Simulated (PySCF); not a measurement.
## Rh²⁺ (rhodium, charge +2) across methods

[Kr] 4d6 5p1, one real determinant (an excited configuration). Computed with PySCF 2.14 in def2-TZVPPD with the def2 core potential (28 electrons), with scalar relativity through the core potential.

```json
{"method": "UHF", "E (hartree)": "-108.51799", "mean ε 4d α (eV)": "-39.902", "mean ε 4d β (eV)": "-35.638", "mean ε 5p α (eV)": "-18.590", "Σ⟨r²⟩ (bohr²)": "34.92", "⟨S²⟩": "8.753"}
{"method": "B3LYP", "E (hartree)": "-109.1467", "mean ε 4d α (eV)": "-33.701", "mean ε 4d β (eV)": "-30.836", "mean ε 5p α (eV)": "-17.027", "Σ⟨r²⟩ (bohr²)": "34.58", "⟨S²⟩": "8.751"}
{"method": "M06-2X", "E (hartree)": "-109.0050", "mean ε 4d α (eV)": "-36.237", "mean ε 4d β (eV)": "-33.359", "mean ε 5p α (eV)": "-17.899", "Σ⟨r²⟩ (bohr²)": "34.67", "⟨S²⟩": "8.751"}
{"method": "r2SCAN", "E (hartree)": "-109.1591", "mean ε 4d α (eV)": "-32.616", "mean ε 4d β (eV)": "-29.219", "mean ε 5p α (eV)": "-16.656", "Σ⟨r²⟩ (bohr²)": "34.46", "⟨S²⟩": "8.751"}
{"method": "LDA", "E (hartree)": "-108.8567", "mean ε 4d α (eV)": "-32.140", "mean ε 4d β (eV)": "-29.119", "mean ε 5p α (eV)": "-16.689", "Σ⟨r²⟩ (bohr²)": "34.62", "⟨S²⟩": "8.750"}
{"method": "PBE", "E (hartree)": "-109.1178", "mean ε 4d α (eV)": "-32.039", "mean ε 4d β (eV)": "-29.190", "mean ε 5p α (eV)": "-16.542", "Σ⟨r²⟩ (bohr²)": "34.57", "⟨S²⟩": "8.751"}
{"method": "M06", "E (hartree)": "-109.0892", "mean ε 4d α (eV)": "-34.029", "mean ε 4d β (eV)": "-31.329", "mean ε 5p α (eV)": "-16.788", "Σ⟨r²⟩ (bohr²)": "34.60", "⟨S²⟩": "8.751"}
{"method": "PBE0", "E (hartree)": "-109.1121", "mean ε 4d α (eV)": "-34.222", "mean ε 4d β (eV)": "-31.082", "mean ε 5p α (eV)": "-17.162", "Σ⟨r²⟩ (bohr²)": "34.57", "⟨S²⟩": "8.751"}
```

Q: Estimate the same row for PBEsol.

A: E (hartree) = -108.9536; mean ε 4d α (eV) = -32.014; mean ε 4d β (eV) = -29.053; mean ε 5p α (eV) = -16.561; Σ⟨r²⟩ (bohr²) = 34.58; ⟨S²⟩ = 8.750.

⟨L²⟩ = 8.03 against 12 for a pure F term, so this real determinant mixes terms. Energies and moments cover only the electrons outside the core potential.
